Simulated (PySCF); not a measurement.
C2H9FOSi2, SMILES C[C@@H]([Si@@H](F)O)[SiH3].

Geometry optimised at B3LYP-D3(BJ)/def2-SVP. The structure was generated by enumeration; whether it is a known compound was not checked. Other conformers were not sampled.

Level of theory: PBE/def2-TZVP (PySCF).

The molecule is in vacuum.

Computed frontier levels, gap, dipole moment and polarisability:
The highest occupied level is -7.14 eV and the lowest empty level is -0.41 eV. The orbital gap is 6.73 eV. The dipole moment is 1.77 D and the quadrupole, principal values (traceless, Buckingham form, about the centre of nuclear charge) comes out as -5.68, -2.16, 7.84 D·Å. The mean static polarisability is 80.7 bohr³ (11.95 Å³) and the polarisability, principal values comes out as 71.1, 79.7, 91.2 bohr³.
